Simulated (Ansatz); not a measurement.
A thermochemical cycle in electronic energies (no zero-point or thermal terms), species as SMILES, kcal/mol. Geometries: B3LYP-D3(BJ)/def2-TZVP minima from Ansatz (a program for electronic structure). Valence correlation only, unless marked. Open shells are spin-unrestricted. No spin-orbit coupling. No relativistic terms. Basis-set limits of correlation are two-point, X^-3; Hartree-Fock from the larger set. The bracket is a focal-point correction in the basis named. Anions need diffuse functions, of which def2-TZVPD holds fewer than the aug- sets.

```json
[
 {"step": "bond energy D: [C-]#[N+]C → [C-]#[N+][CH2] + H atom", "RI-MP2/CBS(aug-cc-pVTZ,aug-cc-pVQZ)+[CCSD(T)-MP2]/aug-cc-pVTZ (Ansatz)": "104.5", "wB97X-V/def2-TZVPD (Ansatz)": "102.2"},
 {"step": "deprotonation energy A: [C-]#[N+]C -> [C-]#[N+][CH2-] + H+", "RI-MP2/CBS(aug-cc-pVTZ,aug-cc-pVQZ)+[CCSD(T)-MP2]/aug-cc-pVTZ (Ansatz)": "391.4", "wB97X-V/def2-TZVPD (Ansatz)": "394.1"},
 {"step": "ionisation of the H atom at the same level, IE", "RI-MP2/CBS(aug-cc-pVTZ,aug-cc-pVQZ)+[CCSD(T)-MP2]/aug-cc-pVTZ (Ansatz)": "313.7", "wB97X-V/def2-TZVPD (Ansatz)": "314.1"}
]
```

Task: Find the electron affinity EA, positive where the anion is bound: [C-]#[N+][CH2] + e- → [C-]#[N+][CH2-].

Result: Breaking the bond, ionising the H atom and attaching the electron to the radical add up to the deprotonation, A = D + IE - EA. At RI-MP2/CBS(aug-cc-pVTZ,aug-cc-pVQZ)+[CCSD(T)-MP2]/aug-cc-pVTZ: EA = D + IE - A = 104.5 + 313.7 - 391.4 = 26.8. At wB97X-V/def2-TZVPD: EA = D + IE - A = 102.2 + 314.1 - 394.1 = 22.2. The functional differs from the first level by -2.3 in D, -4.6 in EA and +2.7 in A; for EA and A the gap mixes functional and basis.
